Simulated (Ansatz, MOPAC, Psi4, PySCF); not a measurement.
Complex: HCl (SMILES Cl) (first 2 atoms) with CH3F (SMILES CF); geometry from B3LYP-D3(BJ)/def2-TZVP, rigid monomers moved along the line of their centres of mass till H2···F4 is 2.23 Å.
(charge 0, multiplicity 1):
```xyz
7

Cl     0.16521     0.05212    -0.13614
H      0.21538     0.50856     1.07035
C     -0.52023    -0.54841     3.81580
F      0.01917     0.63177     3.28367
H      0.19617    -0.95775     4.52651
H     -1.45721    -0.29929     4.31171
H     -0.69205    -1.24641     2.99727
```

Monomers are frozen at their geometry in the pair; levels with a basis set take the counterpoise correction. Rows marked so take none.

Frozen-core correlation. CBS(a, b) extrapolates the correlation energy as X⁻³ and adds the Hartree–Fock energy of set b. Rows in 6-31G* carry no dispersion term and start afresh at each structure (6-31G* with six Cartesian d functions). The state that AM1, PM6 reach isn't checked.

Programs: Ansatz (Gaussian basis) for Hartree–Fock, density functionals and correlated methods; MOPAC for AM1, PM6 (differences of heats of formation); Psi4 for SAPT; PySCF for 6-31G* rows, the dispersion terms. Values without a source in brackets are computed.

```tsv
level	interaction energy (kcal/mol)
AM1	-2.09
PM6	-0.20
HF/6-31G*	-2.53
HF/6-31G* (no counterpoise)	-3.77
PBE-D4/def2-TZVPPD	-3.56
PBE0/def2-TZVPPD	[?]
MP2/CBS(aug-cc-pV(D+d)Z, aug-cc-pV(T+d)Z)	-3.56
CCSD(T)/CBS(aug-cc-pV(D+d)Z, aug-cc-pV(T+d)Z)	-3.47
SAPT0/jun-cc-pV(D+d)Z	-3.43
```

**Question.** Complete the blanks.

**Answer.** 
- PBE0/def2-TZVPPD, interaction energy (kcal/mol): -2.96

Ansatz is a first-principles code.
